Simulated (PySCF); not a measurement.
A GIAO shielding run with PySCF (density fitting, non-relativistic, gas phase) on `C=C(C=O)[Si@@H]([SiH2]C)[SiH2]P`, C4H13OPSi3:

```
$ OMP_NUM_THREADS=1 python probes_run.py task.json out

{"job": {"kind": "nmr", "xc": "PBE0", "basis": "pcSseg-1"}, "charge": 0, "multiplicity": 1}
C      0.813502     2.612837     1.225422
C      0.469066     1.695985     0.321082
C      0.397468     2.036017    -1.088832
O      0.113483     1.213390    -1.934495
Si     0.080409    -0.147599     0.585518
Si    -2.209418    -0.435775     0.259262
C     -2.628861    -2.250737     0.636985
Si     1.546333    -1.288555    -0.832157
P      2.879702     0.233674    -1.805035
H      0.887786     2.368860     2.271829
H      1.033926     3.635487     0.952558
H      0.616011     3.082868    -1.369090
H      0.451546    -0.351365     2.007174
H     -3.031573     0.403355     1.149721
H     -2.666073    -0.133497    -1.102347
H     -2.342354    -2.519616     1.649433
H     -3.692493    -2.442937     0.536932
H     -2.107630    -2.922390    -0.039243
H      2.450901    -2.227542    -0.146562
H      0.853332    -2.096199    -1.845701
H      3.832960    -0.672421    -2.231681
H      2.241565     0.225546    -3.023172
```

Hardware: 1 thread of an Intel Xeon, shared host. The job also computes population analyses, field gradients.

Q: How large is the calculation?

A: 102 electrons, 246 basis functions and 1371 auxiliary functions.

Q: How long does it take, and how much memory does it need?

A: 3.2 min of wall time, with 15 SCF cycles and 5 response iterations; peak memory 1.2 GiB. Times on a shared host scatter by some tens of per cent.
